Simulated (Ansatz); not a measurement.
`COC(F)(F)CF` → `F[C]F` + `COCF` at 298.15 K and 1 bar (formal loss of a carbene).

Isolated molecules relaxed with PBE0-D4/def2-TZVP in Ansatz; ΔE leaves out vibrations. CBS: MP2 limit from def2 TZ/QZ plus the TZ coupled-cluster correction, frozen cores. This one scheme is used for every species. Each species was taken in one conformer, which may not be the lowest.

| species | CCSD(T)/CBS energy (Eh) | H − E (kJ/mol) | S (J/(mol·K)) |
| --- | --- | --- | --- |
| `COC(F)(F)CF` | -491.70313 | 247.7 | 356.8 |
| `F[C]F` | -237.54028 | 28.9 | 240.6 |
| `COCF` | -254.05716 | 207.7 | 290.8 |

H − E and S are ideal-gas, rigid-rotor, harmonic terms from PBE0-D4/def2-TZVP, for one conformer and one mirror image of each species. 1 Eh = 2625.50 kJ/mol, R = 8.31446 J/(mol·K).

Task: By hand: ΔE, ΔH, ΔS and ΔG.

Result: ΔE = (-237.54028) + (-254.05716) − (-491.70313) = 0.10569 Eh = 277.5 kJ/mol. Δ(H − E) = 28.9 + 207.7 − 247.7 = -11.1, so ΔH = 266.4 kJ/mol. ΔS = 240.6 + 290.8 − 356.8 = 174.6 J/(mol·K). ΔG = 266.4 − 298.15 × (174.6)/1000 = 214.3 kJ/mol.

Task: By hand: the equilibrium constant, and the temperature at which ΔG would vanish if ΔH and ΔS stayed fixed.

Result: log₁₀ K = −ΔG/(RT ln 10) = -37.5. ΔG = 0 at ΔH/ΔS = 1526 K.

The number of gas molecules changes by +1, which sets the sign of ΔS. A doubt of 5 kJ/mol in ΔE shifts log₁₀ K by 0.9 here. Other conformers and mirror images would add mixing entropy, several J/(mol·K) or more a flexible species. These are equilibria of isolated gas molecules and say nothing of rates. Largest T1 diagnostic: 0.017 (customary marks: 0.02 for closed shells, 0.045 for open ones).
